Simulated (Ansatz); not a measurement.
Two isomers of CH3BO2: A = `OB1CO1`, B = `BC(=O)O`.

Calculated with Ansatz (gas phase, PBE0-D4/def2-TZVP geometries, no zero-point term in ΔE). CCSD(T)/CBS is the MP2 limit (def2-TZVPP, def2-QZVPP) plus CCSD(T) − MP2 in def2-TZVPP, frozen cores. Functionals use def2-TZVPP. B3LYP here is the variant with VWN-RPA as its local correlation; programs differ in this. Each species was taken in one conformer, which may not be the lowest.

A:

```xyz
7

O    -1.326    0.997    0.750
B    -0.460    0.088    0.280
C     0.744   -0.480   -0.427
O    -0.337   -1.240    0.304
H    -1.089    1.901    0.534
H     1.715   -0.575    0.052
H     0.753   -0.692   -1.493
```

B:

Z-matrix (Å, degrees):
```
B
C 1 1.559
H 1 1.191 2 118.9
H 1 1.191 2 118.9 3 173.0
O 2 1.211 1 113.6 3 -86.4
O 2 1.331 1 122.8 3 93.6
H 6 0.971 2 107.5 1 180.0
```

(1) Which is lower in electronic energy at CCSD(T)/CBS, and by how much? (Estimate.)

(2) Give E(B) − E(A) in kcal/mol with CCSD(T)/def2-SVP, MP2/def2-TZVPP, PBE0-D4, B3LYP, CCSD(T)/def2-TZVPP, BLYP-D4, CCSD/def2-TZVPP. (Best estimate.)

(3) Does the order hold for the free energy at 298.15 K (harmonic terms from PBE0-D4)? (Best estimate.)

Largest T1 diagnostic: 0.019.

## Answers

(1) The calculation gave: A, by 39.9 kcal/mol.

(2) Computed: CCSD(T)/def2-SVP 39.0, MP2/def2-TZVPP 41.6, PBE0-D4 39.4, B3LYP 36.9, CCSD(T)/def2-TZVPP 39.2, BLYP-D4 34.4, CCSD/def2-TZVPP 39.4. None reverses the order clearly.

(3) Ansatz gave: Yes: G(B) − G(A) = +36.4 kcal/mol, for one conformer each.

In def2-TZVPP, CCSD(T) changes the Hartree–Fock value by +6.3 kcal/mol (the triples alone add −0.2 kcal/mol) and MP2 by +8.7 kcal/mol. From r2SCAN to r2SCAN0 (25 % exact exchange), in def2-TZVPP and without D4, E(B) − E(A) moves by +1.9 kcal/mol.
